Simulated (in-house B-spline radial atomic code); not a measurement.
A fraction x of an electron is removed from 4f in the erbium ion Er³⁺, starting from [Xe] 4f11 and keeping the highest spin. Method: scalar-relativistic (X2C) r2SCAN, spin-polarised, spherical fractional occupations, Fermi nucleus of rms radius 5.2516 fm. Calculated with an all-electron radial atomic-structure program (B-spline basis).

```tsv
x	E(x) - E(0) (eV)	4f down level (eV)
0	0.0000	-33.473
0.08	2.7384	-34.989
0.19	6.7030	-37.100
0.32	11.6902	-39.633
0.47	17.8575	-42.606
0.5	19.1447	-43.207
0.54	20.8890	-44.012
0.63	24.9320	-45.835
0.78	32.0375	-48.914
0.96	41.1794	-52.674
```
